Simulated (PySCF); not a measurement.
CH8N2OSi, SMILES CN[Si@@H](N)O. Atoms are numbered in the order given.

```xyz
13

C      2.0384    -0.5858     1.1129
N      1.1735     0.1956     0.2531
Si    -0.5211    -0.0101     0.0481
N     -1.1506     1.5171    -0.4095
O     -1.0681    -1.0080    -1.1805
H      1.4303    -1.1153     1.8640
H      2.7516     0.0499     1.6676
H      2.6257    -1.3505     0.5691
H      1.6631     0.7555    -0.4377
H     -0.9672    -0.6374     1.3329
H     -2.0196     1.5951    -0.9237
H     -0.8916     2.3725     0.0654
H     -1.1427    -1.9387    -0.9500
```
Charge 0, spin multiplicity 1.

Geometry: ωB97X-D3(BJ)/def2-SVP. The structure was generated by enumeration; whether it is a known compound was not checked. Other conformers were not sampled.

Calculation: PySCF with PBE0/pcSseg-1.

GIAO shieldings, no solvent; atoms listed in one row are averaged. δ = σ(ref) − σ: ¹³C against TMS (σ = 186.3 ppm); ¹⁵N against NH3 (σ = 267.4 ppm); ²⁹Si against TMS (σ = 352.7 ppm); ¹⁷O against H2O (σ = 334.2 ppm); ¹H against TMS (σ = 31.56 ppm), references at their B3LYP-D3(BJ)/def2-TZVP geometries, non-relativistic.

Computed chemical shifts:
| nucleus | atoms | count | δ (ppm) |
|---|---|---|---|
| ¹³C | C1 | 1 | 30.8 |
| ¹⁵N | N2 | 1 | 45.7 |
| ¹⁵N | N4 | 1 | 22.3 |
| ²⁹Si | Si3 | 1 | -32.7 |
| ¹⁷O | O5 | 1 | 67.3 |
| ¹H | H10 | 1 | 5.03 |
| ¹H | H6, H7, H8 | 3 | 2.88 |
| ¹H | H13 | 1 | 1.64 |
| ¹H | H9 | 1 | 0.87 |
| ¹H | H11 | 1 | 0.78 |
| ¹H | H12 | 1 | 0.50 |
